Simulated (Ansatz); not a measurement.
`N[SiH](O)F` + `N[SiH](F)S` → `N[Si@H](F)S[Si@@H](N)O` + H–F  (ligand exchange at the Si–F bond)

Isolated molecules relaxed with PBE0-D4/def2-TZVP in Ansatz; ΔE leaves out vibrations. CCSD(T)/CBS is the MP2 limit (def2-TZVPP, def2-QZVPP) plus CCSD(T) − MP2 in def2-TZVPP, frozen cores. This one scheme is used for every species. Functionals use def2-TZVPP. Each species was taken in one conformer, which may not be the lowest.

`N[SiH](O)F`:

Cartesian coordinates in Å:
```
N -1.108 -0.347 -0.242
Si 0.569 -0.155 -0.051
O 0.930 1.380 0.358
F 0.959 -1.200 1.090
H -1.541 -1.244 -0.094
H -1.633 0.220 -0.886
H 1.436 -0.442 -1.208
H 0.387 1.788 1.035
```

`N[SiH](F)S`:

Cartesian coordinates in Å:
```
N -0.957 -0.990 0.200
Si -0.019 0.412 0.165
F -0.402 1.481 -0.964
S 1.965 -0.214 -0.255
H -1.814 -1.046 0.725
H -0.876 -1.716 -0.492
H -0.205 1.121 1.447
H 2.309 0.952 -0.826
```

`N[Si@H](F)S[Si@@H](N)O`:

Cartesian coordinates in Å:
```
N -2.778 0.116 0.989
Si -1.403 0.429 0.053
O -0.323 1.291 0.906
S -0.456 -1.450 -0.549
Si 1.465 -0.794 -1.071
N 2.175 0.053 0.259
F 1.478 0.292 -2.241
H -3.689 0.052 0.568
H -2.735 -0.320 1.895
H -1.872 1.093 -1.182
H 0.615 1.057 0.759
H 2.224 -1.963 -1.568
H 2.300 -0.462 1.119
H 2.999 0.606 0.063
```

H–F:

```xyz
2

F    -0.213   -0.043   -0.406
H     0.213    0.043    0.406
```

```csv
level,ΔE (kJ/mol)
PBE0-D4,66.9
HF/def2-TZVPP,122.8
```

What does CCSD(T)/CBS give? (Estimate.)

Computed: +79.0 kJ/mol. The listed levels differ from it by -12.1, 43.8 kJ/mol.

Largest T1 diagnostic among the species: 0.012.

In def2-TZVPP, CCSD(T) changes the Hartree–Fock value by −40.7 kJ/mol (the triples alone add −8.2 kJ/mol) and MP2 by −47.6 kJ/mol. From PBE to PBE0 (25 % exact exchange), in def2-TZVPP and without D4, ΔE moves by +3.6 kJ/mol.
